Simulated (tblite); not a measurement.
Compound: 3,3,3-trifluoropropanal, C3H3F3O.
SMILES with atom numbers: `[O:1]=[CH:2][CH2:3][C:4]([F:5])([F:6])[F:7]` (hydrogens: H8 on C2; H9, H10 on C3)

Computed with GFN2-xTB (tblite), gas phase: Langevin dynamics at 300 K from the optimised GFN2-xTB geometry, time step 0.5 fs, friction 0.01 fs⁻¹, 2000 steps.

Start geometry:
```
atom  x, y, z in Å
O1      2.336    0.858   -0.102
C2      1.172    0.820    0.153
C3      0.364   -0.461    0.240
C4     -1.046   -0.277   -0.287
F5     -1.067    0.072   -1.578
F6     -1.768   -1.400   -0.178
F7     -1.716    0.676    0.379
H8      0.584    1.729    0.369
H9      0.293   -0.750    1.294
H10     0.857   -1.264   -0.312
```

The statistics below take the 31 frames saved every 25 fs from 250 to 1000 fs; their kinetic temperature (all 3N coordinates) averages 296 K.

Task: How do the bond lengths spread?

Result: 
| bond | start (Å) | mean (Å) | standard deviation (Å) | shortest (Å) | longest (Å) |
| --- | --- | --- | --- | --- | --- |
| O1=C2 | 1.192 | 1.193 | 0.015 | 1.158 | 1.221 |
| C2–C3 | 1.518 | 1.530 | 0.037 | 1.456 | 1.614 |
| C3–C4 | 1.517 | 1.515 | 0.025 | 1.476 | 1.578 |
| C4–F5 | 1.338 | 1.342 | 0.038 | 1.280 | 1.419 |
| C4–F6 | 1.340 | 1.345 | 0.031 | 1.268 | 1.402 |
| C4–F7 | 1.341 | 1.346 | 0.024 | 1.296 | 1.398 |
| C2–H8 | 1.104 | 1.109 | 0.020 | 1.049 | 1.147 |
| C3–H9 | 1.094 | 1.097 | 0.029 | 1.047 | 1.155 |
| C3–H10 | 1.092 | 1.096 | 0.025 | 1.047 | 1.148 |

Task: Give the same statistics for bond angles, one of each kind among heavy atoms.

Result: 
| angle | start (°) | mean (°) | standard deviation (°) | smallest (°) | largest (°) |
| --- | --- | --- | --- | --- | --- |
| O1–C2–C3 | 124.0 | 123.6 | 4.3 | 116.0 | 133.5 |
| C2–C3–C4 | 111.9 | 111.7 | 3.8 | 105.5 | 118.9 |
| C3–C4–F5 | 112.4 | 112.6 | 4.2 | 104.5 | 122.2 |
| F5–C4–F6 | 106.8 | 106.5 | 3.1 | 97.9 | 112.4 |

Task: How far does each atom move about its mean position (frames aligned on the start, all atoms weighted alike), and what rms force does it feel?

Result: 
```json
{"atom": "O1", "rms displacement (Å)": "0.33", "rms force (eV/Å)": "1.35"}
{"atom": "C2", "rms displacement (Å)": "0.08", "rms force (eV/Å)": "1.84"}
{"atom": "C3", "rms displacement (Å)": "0.07", "rms force (eV/Å)": "1.82"}
{"atom": "C4", "rms displacement (Å)": "0.06", "rms force (eV/Å)": "1.83"}
{"atom": "F5", "rms displacement (Å)": "0.19", "rms force (eV/Å)": "1.23"}
{"atom": "F6", "rms displacement (Å)": "0.16", "rms force (eV/Å)": "1.05"}
{"atom": "F7", "rms displacement (Å)": "0.19", "rms force (eV/Å)": "0.83"}
{"atom": "H8", "rms displacement (Å)": "0.37", "rms force (eV/Å)": "0.71"}
{"atom": "H9", "rms displacement (Å)": "0.15", "rms force (eV/Å)": "0.94"}
{"atom": "H10", "rms displacement (Å)": "0.16", "rms force (eV/Å)": "0.95"}
```

The displacements run from 0.06 to 0.37 Å, the largest at H8.

Task: Follow the torsions O1–C2–C3–C4 and C2–C3–C4–F5 through every second one of these frames.

Result: 
```tsv
t (fs)	O1–C2–C3–C4 (°)	C2–C3–C4–F5 (°)
250	-127	65
300	-114	59
350	-121	67
400	-144	68
450	-163	51
500	-177	65
550	170	55
600	180	58
650	-158	67
700	-133	69
750	-143	46
800	-138	29
850	-129	40
900	-157	54
950	-170	47
1000	-171	57
```

Largest departure from the start value over all these frames: O1–C2–C3–C4 46° (start -144°), C2–C3–C4–F5 32° (start 61°).

Task: How widely does the potential energy scatter, against a harmonic estimate?

Result: Mean 0.28 eV above the start, standard deviation 0.076 eV, range 0.12 to 0.47 eV. For 24 classical harmonic modes at 300 K the canonical values are 24kT/2 = 0.31 eV and kT·√(24/2) = 0.090 eV.

The run is classical and short, so these are rough statistics of one trajectory.

What follows is the cost of the whole dynamics run. On one thread, Arm Neoverse V2, no GPU, on a shared host, this took 5.9 s.
